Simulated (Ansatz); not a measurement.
A geometry relaxed with PBE-D3(BJ)/def2-SVP (Ansatz, a first-principles code), charge 0, multiplicity 1:

```xyz
21

H      2.3546     1.8197    -0.5160
C     -1.7784    -1.4486     0.3928
C      1.5106     1.1363    -0.3294
S     -0.0389     3.4208    -0.1559
C      1.7356    -0.2722    -0.3034
C      0.2442     1.6855    -0.1250
H     -4.1151     1.0261     0.7001
H      4.4262    -0.4298     0.4575
C      0.6646    -1.1352    -0.0673
N     -2.1031     1.3427     0.3190
H      0.8111    -2.2267    -0.0425
C     -3.1346     0.5418     0.5451
C     -3.0240    -0.8738     0.5922
H     -1.6463    -2.5419     0.4206
C     -0.6460    -0.6209     0.1472
H     -1.3795     3.1982     0.0988
H      3.9964    -0.5289    -1.9346
Si     3.4751    -0.9515    -0.5867
H      3.4350    -2.4532    -0.5164
H     -3.9153    -1.4889     0.7835
C     -0.8722     0.8005     0.1206
```

Write the SMILES of this molecule.

`[SiH3]c1cc(S)c2ncccc2c1`
